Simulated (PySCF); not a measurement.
C₃H₁₂Si₂.
Z-matrix (Å and degrees, PBE0-D3(BJ)/def2-SVP geometry), rows numbered from 1:
```
C 
C   1  1.5282
C   2  1.5280  1  111.85
Si  2  1.9026  1  110.94  3  -125.29
Si  4  2.3469  2  111.54  1  -178.96
H   1  1.1011  2  112.12  3  -178.04
H   1  1.1033  2  110.93  3   -57.78
H   1  1.1026  2  111.24  3    61.49
H   2  1.1060  1  108.42  3   119.53
H   3  1.1015  2  112.31  1   175.73
H   3  1.1029  2  110.96  1    55.52
H   3  1.1028  2  111.36  1   -63.79
H   4  1.5003  2  109.68  1    60.26
H   4  1.4990  2  109.90  1   -57.92
H   5  1.4970  4  110.91  2   -63.89
H   5  1.4977  4  110.27  2    55.66
H   5  1.4962  4  110.98  2   175.76
```

Linear response at CAM-B3LYP/def2-SVPD (PySCF, frozen core in the response, non-relativistic).

Static isotropic polarisability: 97.46 au (14.44 Å³), principal values 83.5, 93.6, 115.3 au.

Task: What is the polarisability at 1064 nm and at the sodium D line?

Result: 98.44 au at 1064 nm (+1.0 %), 100.75 au at 589.3 nm (+3.4 %). The rise at 589.3 nm is 3.36 times that at 1064 nm; a pure ω² law gives 3.26. The lowest singlet lies at 173 nm, shorter than both wavelengths.

Task: What is the isotropic C6 coefficient between two such molecules, C6 = (3/π)∫α(iω)² dω?

Result: 3386 au (Eh·bohr⁶) by a ten-point quadrature over imaginary frequencies, which is 2020 eV·Å⁶ or 195 J·nm⁶/mol.

Task: Which effective excitation energy ω̄ makes London's formula C6 = (3/4)α²ω̄ exact here?

Result: ω̄ = 4·C6/(3α²) = 0.475 Eh = 12.9 eV. A one-pole form α(ω) = α/(1 − ω²/ω̄²) fitted to the 1064 nm value gives 11.7 eV.

Task: What molar refraction at the D line follows from R = (4π/3)·N_A·α′, with α′ the polarisability volume?

Result: α′ = 14.93 Å³ gives R = 37.66 cm³/mol, for isolated, non-vibrating species.

Task: How many electrons N does the Slater–Kirkwood formula C6 = (3/4)·√N·α^(3/2) need to give this C6?

Result: N = (4·C6/3)²/α³ = 22.0; the species has 58 electrons in all.

Task: The lowest 6 singlets have (eV, f): 7.15, 0.029; 7.37, 0.016; 7.51, 0.016; 7.65, 0.034; 7.93, 0.428; 8.05, 0.043. What share of the static polarisability do they carry in the sum over states α = Σ f/ω²?

Result: 6.81 au, 7.0 % of α; the largest term, 5.05 au, is that of the state at 7.93 eV. Their oscillator strengths add up to 0.57. Higher states carry the rest.

Task: What n − 1 at the D line would an ideal gas of it have at 273.15 K and 1 atm (2.6868 × 10¹⁹ cm⁻³), by n − 1 = 2π·N·α′?

Result: 25.20 × 10⁻⁴, a formal value whether or not that pressure can be reached.

Task: What three-body coefficient follows from the one-pole estimate C9 = (3/4)·α·C6?

Result: 247000 au. This is an estimate from the two numbers above, not a computed integral.

Task: How anisotropic is the static polarisability, by Δα² = ½[(α1 − α2)² + (α2 − α3)² + (α3 − α1)²]?

Result: Δα = 28.1 au, or 0.29 of the isotropic value.

Rough CPU time on one thread of a shared machine: about 50 s. This is the whole response run at CAM-B3LYP/def2-SVPD, SCF included.

One conformer stands for the species.
